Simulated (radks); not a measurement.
Values are calculated unless marked as measured or tabulated.
Numerical settings for the molybdenum ion Mo3+, [Kr] 4d3. Code: a radial shooting solver on a logarithmic mesh with Libxc functionals. Model: scalar-relativistic Kohn-Sham, PBE, spin-polarised, spherical densities, finite nucleus; open shells are filled with parallel spins first (spin-orbit coupling, left out, can overturn this in heavy ions); Fermi nuclear charge, rms radius 4.4091 fm. The defaults (mesh step 0.008 in ln r, mesh end at 40 bohr or more with all orbitals vanishing there, Anderson mixing 0.5 over 9 steps, residual threshold near 1e-9 with the energy settled to 1e-9 hartree or 1e-11 of itself, here a cap of 77 iterations) give E = -4046.8276 hartree and 4d at -33.946 eV in 15 iterations. Run on one thread of a shared host, so times are rough (Intel(R) Xeon(R) Platinum 8559C): 0.17 s of CPU time, 0.17 s wall, 15 iterations on 2189 mesh points. Changes against that run (0 stands for a change within the tolerance of the run):

setting                     iterations         converged  E (mhartree)  e(4d) (meV)  CPU (s)
mesh step in ln r 0.08               2                no      diverged            -     0.01
mesh step in ln r 0.012             14               yes             0            0     0.11
mesh step in ln r 0.12               2                no      diverged            -     0.01
mesh end (bohr) 1                   16  level above zero     +1.34e+05     +4.5e+05     0.14
mesh end (bohr) 12                  15               yes             0            0     0.17
residual threshold 1e-16            77                no             0            0     0.41
residual threshold 0.1               8               yes      -0.00141        -2.37     0.11
mixing 0.05                         24               yes             0            0     0.24
linear mixing, mixing 1             20                no      diverged            -     0.29
linear mixing, mixing 0.05          77                no        +0.503         -188     0.83
mixing history 3                    20               yes             0            0      0.2
iteration cap 2                      2                no     +2.07e+03    -2.31e+04     0.04

Settled on a wrong energy, with an occupied level pushed above zero by the early mesh end: mesh end (bohr) 1 (+134 hartree). Apart from these: no run marked as converged misses the energy by more than 1 mhartree. A mesh that ends early acts as a hard wall.
